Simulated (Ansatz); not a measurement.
C3H9B, SMILES `CBCC`. Charge 0, multiplicity 1. The geometry is a stationary point of PBE0-D4/def2-TZVP. It is one conformer, not always the lowest.

```xyz
13

C    -1.669   -0.180   -0.495
B    -0.324   -0.963   -0.425
C     1.024   -0.391    0.117
C     1.066    1.051    0.603
H    -2.287   -0.561    0.333
H    -2.243   -0.408   -1.398
H    -1.595    0.902   -0.370
H    -0.322   -2.114   -0.781
H     1.767   -0.555   -0.680
H     1.367   -1.079    0.904
H     0.794    1.748   -0.194
H     2.059    1.334    0.959
H     0.365    1.215    1.426
```

(1) What is the dipole moment at B3LYP/def2-TZVPP? (Best estimate.)

(2) And with PBE, r2SCAN, ωB97M-V? (Estimate.)

(3) Give the Mulliken charges with B3LYP, ωB97M-V, PBE in def2-TZVPP. (Estimate.)

Answers

(1) Computed: 0.35 D, with components (0.02, 0.31, 0.18) D in this frame, pointing from negative to positive charge.

(2) Ansatz gave: PBE 0.40 D, r2SCAN 0.39 D, ωB97M-V 0.37 D.

(3) The calculation gave: 
```tsv
atom	B3LYP	ωB97M-V	PBE
C1	-0.31	-0.35	-0.32
B2	0.02	-0.04	0.03
C3	-0.14	-0.18	-0.15
C4	-0.25	-0.33	-0.25
H5	0.09	0.11	0.10
H6	0.10	0.12	0.11
H7	0.09	0.10	0.09
H8	0.02	0.07	0.00
H9	0.07	0.10	0.08
H10	0.07	0.10	0.08
H11	0.07	0.10	0.08
H12	0.08	0.11	0.08
H13	0.08	0.11	0.08
```

B3LYP here is the variant with VWN-RPA as its local correlation; programs differ in this.
